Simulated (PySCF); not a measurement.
## SnH4: tetrahedral to square-planar path

All numbers come from PBE0 in PySCF with Sn def2-TZVP with ECP28, H def2-TZVP; scalar-relativistic core potentials, no spin–orbit coupling; density-fitted integrals.

Rigid scan from the singlet minimum (Sn–H 1.704 Å (×4); H–Sn–H 109.5° (×6)). Coordinate: D2d path, angle between each bond and the S4 axis (54.74 tetrahedral, 90 square planar), bonds fixed. Energies in kJ/mol from the minimum.

| angle of the bonds to the S4 axis (°) | E (kJ/mol) |
| --- | --- |
| 45.0 | 36.8 |
| 50.0 | 8.3 |
| 54.7 | 0.0 |
| 60.0 | 9.7 |
| 66.0 | 43.5 |
| 72.0 | 100.2 |
| 78.0 | 178.0 |
| 84.0 | 271.1 |
| 90.0 | 345.8 |

With the bonds held, the square planar shape lies 345.8 kJ/mol from the minimum.
